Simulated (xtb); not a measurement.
ZnBr, SMILES [Br][Zn+], charge +1. All values are semi-empirical tight-binding results from xtb (GFN2-xTB unless named), good for trends rather than for accurate numbers. Coordinates come from a GFN2-xTB optimisation. The multiplicity is an assumed one; other spin states were not compared.

For metal compounds this method's bond lengths and energies can be far off.

Q: Estimate the properties. (The exact figures need the calculation; the answer reports its results.)

A: 
| Item | Result |
|---|---|
| point group as xtb finds it | C∞v |
| orbital gap | 1.70 eV |
